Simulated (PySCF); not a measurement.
## Spinor energies of Ta (tantalum, neutral)

Start: [Xe] 4f14 5d3 6s2; 5d5/2 filled at m_j = +1/2, +3/2, +5/2. Calculated with PySCF 2.14 in x2c-TZVPall-2c (11s11p10d2f, 108 functions): generalised Hartree-Fock with the X2C-1e Hamiltonian and a Gaussian nucleus; spin-orbit coupling (SO) screened by Boettger's factors. This is a chosen level, not necessarily the ground level.

| spinor shell | electrons | ε, screened SO (eV) | weight of nominal j (screened SO) | rms radius, screened SO (bohr) |
| --- | --- | --- | --- | --- |
| 1s1/2 | 2 | -67755.3 | 1.000 | 0.0211 |
| 2s1/2 | 2 | -11777.7 | 1.000 | 0.0853 |
| 2p1/2 | 2 | -11235.2 | 1.000 | 0.0726 |
| 2p3/2 | 4 | -9959.4 | 1.000 | 0.0799 |
| 3s1/2 | 2 | -2758.2 | 1.000 | 0.218 |
| 3p1/2 | 2 | -2517.4 | 1.000 | 0.210 |
| 3p3/2 | 4 | -2237.9 | 1.000 | 0.225 |
| 3d3/2 | 4 | -1836.0 | 1.000 | 0.199 |
| 3d5/2 | 6 | -1775.6 | 1.000 | 0.203 |
| 4s1/2 | 2 | -593.35 | 1.000 | 0.488 |
| 4p1/2 | 2 | -492.75 | 1.000 | 0.497 |
| 4p3/2 | 4 | -427.75 | 1.000 | 0.530 |
| 4d3/2 | 4 | -261.96 | 1.000 | 0.557 |
| 4d5/2 | 6 | -249.69 | 1.000 | 0.569 |
| 5s1/2 | 2 | -86.539 | 1.000 | 1.19 |
| 5p1/2 | 2 | -54.619 | 0.975 | 1.33 |
| 4f5/2 | 6 | -40.887 | 0.993 | 0.703 |
| 4f7/2 | 8 | -38.922 | 0.996 | 0.706 |
| 5d5/2 | 3 | -8.529 | 0.621 | 2.39 |
| 6s1/2 | 2 | -6.933 | 0.899 | 3.69 |

Question: Where does 5p3/2 lie, and what is the 5p spin-orbit splitting (screened SO)?

Answer: At -45.065 eV, 9.554 eV above 5p1/2.

```csv
quantity,screened SO
E (hartree),-15610.31066
M_J,9/2
⟨J²⟩,24.900
⟨L²⟩,12.527
⟨S²⟩,4.149
```

Each row is a mean over spinors that exchange with the open shell spreads, by up to 5.091 eV (5p3/2).

Rows whose weight is well below 1 are mixtures of j = l ± 1/2: exchange outweighs spin-orbit coupling there, and the label is only the starting occupation.

⟨J²⟩ departs a little from M_J(M_J + 1) because the unrestricted spinors polarise the closed shells.

Breit and QED terms are absent; they matter most for the inner s and p1/2 levels.

Densities and radii are taken from the X2C orbitals without a picture-change correction, which distorts them close to the nucleus.
